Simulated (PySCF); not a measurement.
An isoelectronic series: HfS₂, TaS₂⁺, WS₂²⁺

Level: PBE0 in the def2-TZVP basis family, computed in PySCF with density fitting; scalar-relativistic core potentials for atoms from Rb on, none lighter, no spin–orbit coupling; open shells unrestricted.

Each entry is the lowest minimum that a search over a few typed start shapes (and spin states, where more than one is plausible) found, or that minimum re-optimised at the stated level; isomers with ligand–ligand bonds, or fragments after loss of a ligand pair, can lie lower.

```csv
molecule,2S+1,point group,mean bond to the central atom (Å),lowest ω (cm⁻¹),dipole (D),highest ω (cm⁻¹),polar-tensor charge of the central atom
HfS₂,1,C2v,2.214,148,7.11,509,1.33
TaS₂⁺,1,C2v,2.116,202,3.93,582,1.48
WS₂²⁺,1,C2v,2.064,238,0.49,610,1.58
```

The bond shortens at every step; the largest change, -0.098 Å, falls between HfS₂ and TaS₂⁺ among the members listed.

Spin–orbit coupling can matter for HfS₂, TaS₂⁺, WS₂²⁺.

Left out of the table are members whose search was unfinished or whose lowest solution was spin-contaminated, unstable, very soft or bonded differently.
